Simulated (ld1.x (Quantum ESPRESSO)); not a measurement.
# germanium (Ge), ultrasoft: configuration errors across variants

ld1.x (Quantum ESPRESSO) 7.5 input, shortened:

```
&input
   title='Ge', zed=32., rel=1, dft='PBE', iswitch=3,
   config='[Ar] 3d10 4s2 4p1'
 /
 &inputp
   pseudotype=3, tm=.true., lloc=-1, rcloc=1.10,
   nlcc=.false.,
   which_augfun='PSQ', rmatch_augfun_nc=.true.
 /
6
3S  1  0   2.00   0.00  1.05  1.15  0.0
4S  2  0   2.00   0.00  1.05  1.15  0.0
3P  2  1   6.00   0.00  1.05  1.30  0.0
4P  3  1   1.00   0.00  1.05  1.30  0.0
3D  3  2  10.00   0.00  0.60  0.85  0.0
3D  3  2   0.00  -2.10  0.60  0.85  0.0
 &test
   configts(1)='3s2 3p6 3d10 4s2 4p1'
 /
```

All-electron excitation energies from the reference (eV): (1) 3s2 3p6 3d10 4s2 4p2 -7.444; (2) 3s2 3p6 3d10 4s2 4p0 15.439; (3) 3s2 3p6 3d10 4s1 4p0 50.230; (4) 3s1 3p6 3d10 4s2 4p2 171.342.

The overlap operator is not positive definite (basis up to 400 Ry) in “base”, “core correction a·sin(br)/r model core inside 0.96 bohr”, “wave 3d channel at -2.1 Ry: rcut 0.60, rcutus 0.85 bohr becomes 3d channel at -2.65 Ry: rcut 0.60, rcutus 0.85 bohr”. Such files are unfit for use, however small their errors in these radial tests.

4 further variants failed, have other tests or too few solved ones, and are left out.

Errors AE − PS in meV (a dash: test not solved or not reliable):

```csv
change,(1),(2),(3),(4),bound ghosts
base,-21,-89,-27,-572,not determined (overlap not positive)
"waves 3s (bound): rcut 0.68, rcutus 0.72 bohr; 4s (bound): rcut 0.68, rcutus 0.72 bohr",-13,-66,-82,-354,none
core correction a·sin(br)/r model core inside 0.96 bohr,-21,-89,-27,-572,not determined (overlap not positive)
"wave 3d channel at -2.1 Ry: rcut 0.60, rcutus 0.85 bohr becomes 3d channel at -2.65 Ry: rcut 0.60, rcutus 0.85 bohr",-21,-88,-27,-545,not determined (overlap not positive)
```

Problem. Give the same row for: type RRKJ; waves now 3p (bound): rc 1.30 bohr; 3d (bound): rc 0.85 bohr; 3s (bound): rc 1.15 bohr; local potential the s channel.

Solution. +201, -384, -5269, +436; bound ghosts: none.
